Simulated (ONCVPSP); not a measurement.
Before and after: ONCV potential for Mo

ONCVPSP 4.0.1 input, shortened (lines: element, Z, core and valence counts, functional; n l f; lmax; l rc ep ncon nbas qcut; lloc lpopt rc5 dvloc0; l nproj debl; icmod fcfact rcfact), PBE, scalar-relativistic:

```
  Mo 42.00    6    3        4      upf
    1    0    2.00
    2    0    2.00
    2    1    6.00
    3    0    2.00
    3    1    6.00
    3    2   10.00
    4    0    2.00
    4    1    6.00
    4    2    5.00
    2
    0    1.30    0.00    4    9    6.00
    1    1.95    0.00    5   10    6.80
    2    2.10    0.00    4    9    7.60
    4    5    1.00    6.00
    0    1    2.70
    1    1    1.50
    2    1    0.40
    3    6.00    1.00
```

Change: reference 4s2 4p6 4d5 5s1; wave 4s: rc 1.30 bohr, ncon 4, nbas 9, qcut 6 1/bohr, 1 projector becomes 4s+5s: rc 1.30 bohr, ncon 4, nbas 9, qcut 6 1/bohr, 2 projectors.

Cutoffs: the cutoffs (Ha) at which the residual kinetic energy of the hardest occupied pseudo-wave falls to 1 and 0.1 mHa per electron; they do not see the model core or the augmentation charge, which bear on the density cutoff. Errors are all-electron minus pseudo energies relative to the spin-unpolarised reference configuration.

What does the change do?

The potential gets neither clearly harder nor softer (58 Ha and 137 Ha → 59 Ha and 138 Ha); the range in which the s phases agree widens (upper end -0.1 → 5.0); neither file shows a bound ghost.

| quantity | base | changed |
| --- | --- | --- |
| cutoff, loose | 58 Ha | 59 Ha |
| cutoff, tight | 137 Ha | 138 Ha |
| loose cutoff by channel | s 58 Ha, p 12 Ha, d 18 Ha | s 59 Ha, p 12 Ha, d 18 Ha |
| bound ghosts | none | none |
| GHOST(+) flags under 300 eV | none | s at 248.4 eV |
| largest error over its own tests, meV | +359 | +9.4 |
| s: phases at 1.32 bohr within 0.05 rad from the reference energy up to (Ha; the scan ends near 5) | -0.1 | 5.0 |
| p: phases at 1.98 bohr within 0.05 rad from the reference energy up to (Ha; the scan ends near 5) | 0.1 | 0.3 |
| d: phases at 2.13 bohr within 0.05 rad from the reference energy up to (Ha; the scan ends near 5) | to the end of the scan | to the end of the scan |
| rms error of d²Exc/dni dnj with the model core, mHa | 1.36 | 1.01 |
